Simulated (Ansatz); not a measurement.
Consider the ligand exchange at a Ge–O bond: `C[O][Ge][SH]` + HBr → `[SH][Ge][Br]` + CH₃OH.

Isolated molecules relaxed with PBE0-D4/def2-TZVP in Ansatz; ΔE leaves out vibrations. CCSD(T)/CBS is the MP2 limit (def2-TZVPP, def2-QZVPP) plus CCSD(T) − MP2 in def2-TZVPP, frozen cores. This one scheme is used for every species. DFT in def2-TZVPP. B3LYP here is the variant with VWN-RPA as its local correlation; programs differ in this. For Br, Ge outer-core shells are correlated without core-valence functions, which leaves a few kJ/mol of doubt a bond. Scalar relativity is left out up to krypton. One conformer a species, not always the lowest.

`C[O][Ge][SH]`:

```xyz
8

C    -0.880   -0.516   -0.008
O     0.254   -1.034   -0.651
Ge    1.905   -0.391   -0.816
S     1.805    1.578    0.304
H    -0.712   -0.383    1.067
H    -1.186    0.446   -0.436
H    -1.702   -1.224   -0.139
H     0.517    1.523    0.679
```

HBr:

Z-matrix (Å, degrees):
```
Br
H 1 1.420
```

`[SH][Ge][Br]`:

```xyz
4

S    -0.319   -1.023   -1.038
Ge   -0.700   -0.498    1.103
Br    0.553    1.493    1.258
H     0.466    0.029   -1.323
```

CH₃OH:

Cartesian coordinates in Å:
```
C -0.156 -0.318 0.041
O -0.011 1.007 -0.418
H -1.105 -0.688 -0.346
H -0.187 -0.380 1.136
H 0.641 -0.976 -0.325
H 0.819 1.355 -0.087
```

```tsv
level	ΔE (kJ/mol)
B3LYP-D4	-49.5
HF/def2-TZVPP	-60.2
```

Question: What does CCSD(T)/CBS give? (An estimate is asked.)

Answer: Ansatz gave: -48.4 kJ/mol. The listed levels differ from it by -1.1, -11.8 kJ/mol.

Largest T1 diagnostic among the species: 0.015.

In def2-TZVPP, CCSD(T) changes the Hartree–Fock value by +17.8 kJ/mol (the triples alone add +2.3 kJ/mol) and MP2 by +16.2 kJ/mol. Leaving LDA and LC-ωPBE aside and taking each functional with its dispersion term where it has one, the values, not all of them listed here, spread over 14.8 kJ/mol, from HSE06-D4 to CAM-B3LYP-D4. LDA lies +11.5 kJ/mol from PBE without D4. From r2SCAN to r2SCAN0 (25 % exact exchange), in def2-TZVPP and without D4, ΔE moves by −5.8 kJ/mol.
